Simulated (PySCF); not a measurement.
**InO₂⁻: BP86 against PBE0**

Base calculation in PySCF with density fitting and no spin–orbit coupling, BP86/def2-TZVPD (scalar-relativistic core potentials): singlet, D∞h, In–O 1.895 Å (×2); wavenumbers 156 (×2), 648, 741 cm⁻¹; gap between the highest occupied and lowest empty levels 2.59 eV, polar-tensor charge of In 0.69 e.

Question: What changes on going to PBE0/def2-TZVPD (scalar-relativistic core potentials)?

Answer: The point group stays the same. Changes: mean bond to In -0.026 Å, highest wavenumber +50 cm⁻¹, lowest wavenumber +15 cm⁻¹, gap between the highest occupied and lowest empty levels +1.93 eV, polar-tensor charge of In +0.13 e. The new structure has In–O 1.869 Å (×2), with wavenumbers 171 (×2), 695, 791 cm⁻¹.

Only the bonding shown was studied: isomers, or loss of a ligand pair, can lie lower.
